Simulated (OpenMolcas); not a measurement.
Computed levels of 5d⁵ in ions with 73 electrons, in cm-1 above ⁶S_5/2.

```yaml
Program: OpenMolcas
Method: SS-CASPT2, IPEA 0.25 Eh, imaginary shift 0.1 Eh
Basis: ANO-RCC-VQZP
Scalar_Hamiltonian: DKH2, point nucleus
Spin-orbit_coupling: RASSI with atomic mean-field integrals over the reference wave functions, term energies averaged over their components
```

Active space for each ion: 5 electrons in 5 orbitals (5d); closed shells correlated by CASPT2: 5s 5p.

```tsv
Level	Re2+	Ir4+	Pt5+	Au6+
⁴G_7/2	18370	23340	25500	27580
⁴G_11/2	19240	24700	27180	29610
⁴G_9/2	19750	25690	28460	31240
⁴P_1/2	20870	27480	30430	33370
⁴D_7/2	22790	30620	34310	38090
⁴D_1/2	25590	35060	39690	44560
²I_11/2	28010	36260	40340	44620
²I_13/2	30340	39840	44590	49540
²H_9/2	35110	46250	51600	57150
```

Estimate ⁴G_7/2, ⁴G_11/2 for Os3+ from its neighbours Re2+ and Ir4+.

⁴G_7/2 is another term, which grows about linearly with the charge: (18370 + 23340) / 2 = 20855. The calculation gives 21010, so the estimate is off by -0.7 %.
⁴G_11/2 is another term, which grows about linearly with the charge: (19240 + 24700) / 2 = 21970. The calculation gives 22090, so the estimate is off by -0.5 %.

Mixed levels, with the weight of the term that names them: Re2+ ⁴G_7/2 (70 %), Re2+ ⁴P_1/2 (59 %), Re2+ ⁴D_7/2 (73 %), Re2+ ⁴D_1/2 (62 %), Re2+ ²H_9/2 (51 %), Os3+ ⁴G_7/2 (67 %), Os3+ ⁴P_1/2 (60 %), Os3+ ⁴D_7/2 (70 %), Os3+ ⁴D_1/2 (64 %), Os3+ ²H_9/2 (51 %), Ir4+ ⁴G_7/2 (64 %), Ir4+ ⁴P_1/2 (59 %), Ir4+ ⁴D_7/2 (66 %), Ir4+ ⁴D_1/2 (65 %), Ir4+ ²I_11/2 (73 %), Ir4+ ²H_9/2 (51 %), Pt5+ ⁴G_7/2 (60 %), Pt5+ ⁴P_1/2 (59 %), Pt5+ ⁴D_7/2 (61 %), Pt5+ ⁴D_1/2 (66 %), Pt5+ ²I_11/2 (71 %), Pt5+ ²H_9/2 (51 %), Au6+ ⁴G_7/2 (56 %), Au6+ ⁴G_11/2 (71 %), Au6+ ⁴P_1/2 (59 %), Au6+ ⁴D_7/2 (54 %), Au6+ ⁴D_1/2 (67 %), Au6+ ²I_11/2 (68 %), Au6+ ²H_9/2 (51 %).

Term energies are means over components that CASPT2 splits; among the terms shown or strongly mixed into the levels shown the widest spread is 240 cm-1 (5d⁵ ²F(1), Re2+). Configurations with an s electron lie low in 5d ions of this charge, fall among these levels and mix in, so low-spin terms can stand far too high, up to twice their true height, and weights are not those of the real levels (holds for Re2+). Only configurations of the active space appear.

A number in round brackets counts repeated terms of one configuration in the order of the reference energies.
